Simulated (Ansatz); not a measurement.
Noncovalent pair: H2S (SMILES S) (first 3 atoms) with HI (SMILES I); geometry from B3LYP-D3(BJ)/def2-TZVP.
(charge 0, multiplicity 1):
```xyz
5

S     -0.0946     0.0723     0.1021
H      0.0562     1.4018     0.2197
H     -1.3905     0.1264     0.4512
I      0.7838    -0.2015     4.1056
H      0.5061    -0.1773     2.4961
```

Basis-set superposition error: the interaction energy with monomers in their own basis, and in the dimer's basis (counterpoise).

Programs: Ansatz (Gaussian orbitals).  In def2 rows elements past Kr take small-core potentials, without spin–orbit coupling.

```csv
level,uncorrected (kJ/mol),counterpoise (kJ/mol),difference
HF/def2-SVPD,0.7,2.9,2.2
PBE0/def2-TZVPPD,-10.6,-10.2,0.3
CAM-B3LYP/def2-TZVPPD,-6.7,-6.4,0.4
wB97X-V/def2-TZVPPD,-9.1,-8.8,0.3
B2PLYP/def2-TZVPPD,-7.6,-6.8,0.8
MP2/def2-SVPD,-14.1,-7.5,6.6
MP2/def2-QZVPPD,-11.3,-10.6,0.7
SCS-MP2/def2-SVPD,-10.7,-4.0,6.7
SCS-MP2/def2-QZVPPD,-7.4,-6.7,0.7
CCSD(T)/def2-TZVPPD,-8.3,-6.1,2.2
```

The error is largest for SCS-MP2/def2-SVPD (6.7 kJ/mol) and smallest for PBE0/def2-TZVPPD (0.3 kJ/mol).

Ansatz is a program for electronic structure.
